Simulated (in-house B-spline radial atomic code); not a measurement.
Results of a calculation; reference values are marked as such.
## C6 from the polarisability at imaginary frequency: the barium ion Ba²⁺

CAM-B3LYP linear response of the closed shell [Kr] 4d10 5s2 5p6, from a B-spline radial code for spherical atoms; scalar-relativistic (spin-free one-electron X2C), finite nucleus, no spin-orbit coupling; shells from n = 3 respond.

The dispersion coefficient of two like species is C6 = (3/π) ∫ α(iu)² du from 0 to ∞.

```tsv
u (hartree)	α(iu) (bohr³)
0	10.68
0.156	10.33
0.364	9.042
0.624	7.052
1.04	4.58
1.56	2.871
2.34	1.692
3.64	0.9201
5.2	0.548
7.79	0.2934
13	0.1276
26	0.04069
```

Problem. Fit one oscillator, α(iu) = α(0)/(1 + u²/ω²), through u = 0.364 and estimate C6.

Solution. From α(0)/α(iu) − 1 = 10.68/9.042 − 1 = 0.1812, ω = u/√0.1812 = 0.8552 hartree (23.3 eV). London's formula gives C6 = (3/4) α(0)² ω = 0.75 × 10.68² × 0.8552 = 73.16 hartree·bohr⁶, and the oscillator holds f = α(0) ω² = 7.81 electrons, of a sum of oscillator strengths of 47.6.

Problem. How does that compare with the full integral?

Solution. The program's quadrature over all excitations gives C6 = 78.59, so the single oscillator is off by -6.9 %. At the last point the fit gives α = 0.0115 against 0.0407: higher excitations, and deeper shells where there are any, keep the true curve higher at large u.
